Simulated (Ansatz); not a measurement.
Ansatz results at the PBE0-D4/def2-TZVP geometry: ideal-gas entropy at 298 K and 1 bar (rigid rotor, harmonic PBE0-D4/def2-TZVP) 361 J/(mol·K); size of the dipole moment (B3LYP/def2-TZVPP) 1.51 D; HOMO–LUMO gap (ωB97M-V/def2-TZVPP) 10.90 eV.

Each molecule was computed in one conformer, which needn't be the lowest.

(1) Which molecule gave them?
A. `BB(F)BF`
B. `BSC(F)[SiH3]`
C. `C[SiH](F)BS`
D. `C[SiH2]B(F)S`

## Answers

(1) B. The others give `C[SiH](F)BS`: 372, 2.18, 10.18; `BB(F)BF`: 333, 0.86, 9.15; `C[SiH2]B(F)S`: 365, 2.12, 10.90.

B3LYP here is the variant with VWN-RPA as its local correlation; programs differ in this.
